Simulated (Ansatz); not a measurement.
Start from `N#[C][Al]([Cl])[Cl]` and change one element to get `N#[C][In]([Cl])[Cl]`.

Ansatz, PBE0-D4/def2-TZVP geometries, multiplicity 1. 

Elements past krypton have def2 core potentials.

```csv
property,`N#[C][Al]([Cl])[Cl]`
HOMO–LUMO gap (PBE/def2-TZVPP) / eV,5.36
LUMO energy (PBE/def2-TZVPP) / eV,-3.11
HOMO–LUMO gap (ωB97M-V/def2-TZVPP) / eV,11.68
HOMO energy (B3LYP/def2-TZVPP) / eV,-9.59
LUMO energy (ωB97M-V/def2-TZVPP) / eV,-0.47
size of the dipole moment (B3LYP/def2-TZVPP) / D,2.41
```

**Question.** What does the change do to each property? (Best estimate.)

**Answer.** The calculation gave: 
```
                                        property  `N#[C][In]([Cl])[Cl]`  shift
             HOMO–LUMO gap (PBE/def2-TZVPP) / eV                   4.72  -0.64
               LUMO energy (PBE/def2-TZVPP) / eV                  -3.51  -0.40
         HOMO–LUMO gap (ωB97M-V/def2-TZVPP) / eV                  11.01  -0.67
             HOMO energy (B3LYP/def2-TZVPP) / eV                  -9.38   0.21
           LUMO energy (ωB97M-V/def2-TZVPP) / eV                  -0.94  -0.47
size of the dipole moment (B3LYP/def2-TZVPP) / D                   1.84  -0.57
```

With PBE0 the HOMO rises by 0.22 eV and the LUMO falls by 0.35 eV, so the gap narrows by about 0.57 eV. PBE moves the HOMO by 0.23 eV and ωB97M-V by 0.22 eV. Dipoles are sizes alone; their direction can turn.

B3LYP here is the variant with VWN-RPA as its local correlation; programs differ in this.
